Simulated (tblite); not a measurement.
Compound: C₅H₄F₂.
Atom-mapped SMILES: `[CH:1]#[C:2][C@@:3]1([F:4])[CH2:5][C@H:6]1[F:7]` (hydrogens: H8 on C1; H9, H10 on C5; H11 on C6)

Computed with GFN2-xTB (tblite), gas phase: L-BFGS steps from a force-field or distance-geometry start until the largest atomic force falls under 0.01 eV/Å.

Step 24: E = -601.4530 eV
```
atom  x, y, z in Å  |  force x, y, z in eV/Å
C1      2.4188    0.5526    0.2553    0.018   0.006  -0.004
C2      1.3636    0.1535   -0.1457   -0.009   0.003   0.044
C3      0.0882   -0.2898   -0.6077    0.003  -0.011   0.000
F4      0.1231   -0.9128   -1.8302   -0.002   0.022  -0.026
C5     -0.9598   -0.7971    0.3514   -0.026   0.010   0.009
C6     -1.1575    0.5165   -0.3393   -0.015  -0.029   0.017
F7     -1.0471    1.6459    0.4079   -0.010  -0.001  -0.053
H8      3.3421    0.9020    0.6068    0.036  -0.002   0.002
H9     -0.7161   -0.7701    1.4024    0.017  -0.002  -0.003
H10    -1.5602   -1.6382    0.0415   -0.010   0.023  -0.019
H11    -1.8897    0.6400   -1.1285   -0.002  -0.020   0.036
```

Step 25: E = -601.4534 eV
```
atom  x, y, z in Å  |  force x, y, z in eV/Å
C1      2.4208    0.5530    0.2548   -0.010  -0.010  -0.013
C2      1.3637    0.1548   -0.1425   -0.001  -0.001   0.035
C3      0.0886   -0.2892   -0.6064   -0.005   0.006  -0.011
F4      0.1243   -0.9110   -1.8301    0.005   0.028  -0.005
C5     -0.9606   -0.7965    0.3517   -0.015   0.007  -0.001
C6     -1.1580    0.5173   -0.3402   -0.033  -0.046   0.032
F7     -1.0519    1.6475    0.4067   -0.002  -0.011  -0.061
H8      3.3457    0.8986    0.6054    0.038   0.005   0.005
H9     -0.7147   -0.7711    1.4025    0.004   0.004  -0.012
H10    -1.5605   -1.6383    0.0412   -0.001   0.037  -0.014
H11    -1.8919    0.6378   -1.1291    0.020  -0.019   0.045
```

**Question.** Estimate the geometry and energy of step 26. (The exact step hangs on the optimiser's Hessian estimate; all steps are aligned on step 25, rigid shifts and turns removed.)

**Answer.** E = -601.4538 eV, largest force 0.074 eV/Å
```
atom  x, y, z in Å  |  force x, y, z in eV/Å
C1      2.4236    0.5532    0.2541   -0.034  -0.025  -0.019
C2      1.3637    0.1561   -0.1380    0.009  -0.001   0.020
C3      0.0889   -0.2880   -0.6047   -0.011   0.024  -0.015
F4      0.1262   -0.9079   -1.8301    0.012   0.034   0.018
C5     -0.9618   -0.7957    0.3522    0.008  -0.006  -0.008
C6     -1.1593    0.5174   -0.3408   -0.041  -0.047   0.039
F7     -1.0586    1.6493    0.4040    0.008  -0.013  -0.055
H8      3.3511    0.8939    0.6035    0.026   0.007   0.003
H9     -0.7133   -0.7720    1.4025   -0.009   0.008  -0.014
H10    -1.5605   -1.6381    0.0405    0.000   0.042  -0.008
H11    -1.8945    0.6345   -1.1292    0.030  -0.021   0.038
```

The energy changes by -0.0005 eV. The first-order estimate −F·Δx gives -0.0006 eV and the mean of the old and new forces, exact on a quadratic surface, -0.0005 eV. The step makes an angle of 70° with the force vector and moves no atom by more than 0.007 Å.

The cost below is that of the whole relaxation. Hardware: one thread of an Arm Neoverse N1 (shared host). Cost: 0.23 s of wall time.
